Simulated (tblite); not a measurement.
A structure optimised at GFN2-xTB (Å):
```
atom  x, y, z in Å
C1     3.4647    1.1005    0.0691
C2     2.5489    0.1536   -0.6835
O3     2.9330   -0.8598   -1.2267
N4     1.2576    0.5542   -0.6960
C5     0.1847   -0.2336   -1.2711
C6    -0.7443   -0.7359   -0.1870
C7    -0.2508   -1.9212    0.5846
C8    -1.8871   -0.1294    0.0726
C9    -2.6717    1.0364   -0.4732
Si10  -3.4805    0.1192    0.9825
H11    3.3178    2.1246   -0.2655
H12    3.2489    1.0445    1.1345
H13    4.4972    0.8083   -0.0974
H14    0.9865    1.3765   -0.1809
H15   -0.3679    0.3812   -1.9883
H16    0.6621   -1.0686   -1.7896
H17   -0.8731   -2.1001    1.4580
H18   -0.2669   -2.8088   -0.0479
H19    0.7801   -1.7638    0.8991
H20   -3.0544    0.9200   -1.4803
H21   -2.2292    2.0168   -0.3398
H22   -3.4508    0.7625    2.2856
H23   -4.6097   -0.7501    0.7064
```

Charge 0, singlet.

Problem. Which heavy atoms are bonded, and with what formal order?

Solution. C1–C2 1.52 Å (single); C2–O3 1.21 Å (double); C2–N4 1.35 Å (single); N4–C5 1.45 Å (single); C5–C6 1.51 Å (single); C6–C7 1.50 Å (single); C6–C8 1.32 Å (double); C8–C9 1.51 Å (single); C9–Si10 1.90 Å (single); C8–Si10 1.85 Å (single). Bonds to hydrogen (Å): C1–H11 1.09; C1–H12 1.09; C1–H13 1.09; N4–H14 1.01; C5–H15 1.09; C5–H16 1.09; C7–H17 1.09; C7–H18 1.09; C7–H19 1.09; C9–H20 1.08; C9–H21 1.08; Si10–H22 1.45; Si10–H23 1.45.

Problem. Which species is it?

Solution. `CC(=O)NC/C(C)=C1\C[SiH2]1`, C7H13NOSi. Among its features: amide, C=C double bond, Si–H bond and C–Si bond.

Problem. Name the point group.

Solution. C1 (no symmetry element, even within 0.4 Å).

Problem. Which rings does it hold (smallest set)?

Solution. C8–C9–Si10 (3 members).

Problem. Classify the heavy atoms.

Solution. C1: methyl carbon next to a carbonyl; C2: amide carbonyl carbon; O3: amide oxygen; N4: amide nitrogen; C5: sp3 carbon bound to nitrogen; C6: fully substituted alkene carbon; C7: allylic carbon; C8: fully substituted alkene carbon; C9: sp3 carbon bound to silicon; Si10: SiH2 silicon.

Problem. What is the arrangement about C7?

Solution. It has 4 neighbours (C6, H17, H18, H19) and is tetrahedral (angles from 107.4° to 110.8°).

Problem. What is the arrangement about C1?

Solution. It has 4 neighbours (C2, H11, H12, H13) and is tetrahedral (angles from 108.8° to 110.7°).

All values are computed, not measured.
